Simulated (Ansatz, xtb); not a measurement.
**C4H4F4S: 7 structures ranked**

7 gas-phase structures of C4H4F4S, from a drawn sample of its isomers (lower ones may exist). Each was relaxed with GFN2-xTB; where two conformers were screened, the lower at r2SCAN-D4/def2-SVP is listed:

A. `CS/C(F)=C/C(F)(F)F`, a singlet
B. `CS/C(=C\F)C(F)(F)F`, a singlet
C. `FCC(=S)CC(F)(F)F`, a singlet
D. `F[C@@H]1SC[C@H]1C(F)(F)F`, a singlet
E. `C[C@H](F)C(=S)C(F)(F)F`, a singlet
F. `F[C@@H]1[C@H](S)[C@@H]1C(F)(F)F`, a singlet
G. `C=C(SCF)C(F)(F)F`, a singlet

**Question.** Estimate their order in r2SCAN-D4/def2-SVP energy at these geometries, lowest first.

**Answer.** Calculated order at r2SCAN-D4/def2-SVP: D (0.0), C (1.2), E (5.9), A (7.0), B (8.5), G (12.2), F (13.4) kcal/mol.

Energies above the lowest of each column, in kcal/mol; the last columns are at B3LYP-D3(BJ)/def2-SVP geometries and were run for some of them only (a dash: not run or not comparable):

| structure | GFN2-xTB | HF/STO-3G | r2SCAN-D4/def2-SVP | B3LYP-D3(BJ)/def2-SVP | CCSD(T)/def2-SVP + ΔMP2/def2-TZVPP |
| --- | --- | --- | --- | --- | --- |
| D | 0.0 | 0.0 | 0.0 | 0.0 | 0.0 |
| C | 6.5 | 32.9 | 1.2 | 0.1 | 2.5 |
| E | 13.6 | 31.2 | 5.9 | 4.9 | 7.3 |
| A | 13.0 | 21.0 | 7.0 | 6.1 | 9.3 |
| B | 15.9 | 26.3 | 8.5 | 7.0 | – |
| G | 19.8 | 32.3 | 12.2 | – | – |
| F | 13.7 | 30.8 | 13.4 | – | – |

Every level run on D puts it lowest or level with the lowest. Some further structures that were screened fall inside this span and aren't listed. Flexible structures stand in one conformer each, not always the lowest. A keeps a small imaginary mode. Frequencies (GFN2-xTB) were run for A, C, D, E alone. The ΔMP2 step shifts differences by up to 4.8 kcal/mol, which makes them less sure. ΔMP2 is the change of the MP2 energy from the smaller to the larger basis.

Over these structures GFN2-xTB departs from r2SCAN-D4/def2-SVP by 2.7 kcal/mol on average once a common shift is removed. A GFN2-xTB relaxation took about 0.095 s and the r2SCAN-D4/def2-SVP energy about 2.4 s on a shared host (Ansatz 0.2.0, xtb 6.7.1).
